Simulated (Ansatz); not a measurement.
`CC1B[Te]1` → `B1C[Te]1` + `[CH2]` (triplet)  (formal loss of a carbene)

Program: Ansatz. Geometries: PBE0-D4/def2-TZVP. ΔE: electronic, gas phase. CCSD(T)/CBS is the MP2 limit (def2-TZVPP, def2-QZVPP) plus CCSD(T) − MP2 in def2-TZVPP, frozen cores. This one scheme is used for every species. Functionals use def2-TZVPP. B3LYP here is the variant with VWN-RPA as its local correlation; programs differ in this. Triplets are unrestricted, without spin–orbit coupling. def2 core potentials past Kr. For Te outer-core shells are correlated without core-valence functions, which leaves a few kJ/mol of doubt a bond.

CCSD(T)/CBS gives +441.2 kJ/mol.

Question: Another level gave +429.5 kJ/mol. Which?
A. B3LYP-D4/def2-TZVPP
B. MP2/def2-TZVPP
C. HF/def2-TZVPP
D. CCSD(T)/def2-TZVPP

Answer: D. CCSD(T)/def2-TZVPP 429.5, B3LYP-D4 433.6, HF/def2-TZVPP 289.2, MP2/def2-TZVPP 445.8 kJ/mol.

Largest T1 diagnostic among the species: 0.018.

In def2-TZVPP, CCSD(T) changes the Hartree–Fock value by +140.3 kJ/mol (the triples alone add +12.6 kJ/mol) and MP2 by +156.6 kJ/mol. From r2SCAN to r2SCAN0 (25 % exact exchange), in def2-TZVPP and without D4, ΔE moves by −5.0 kJ/mol.
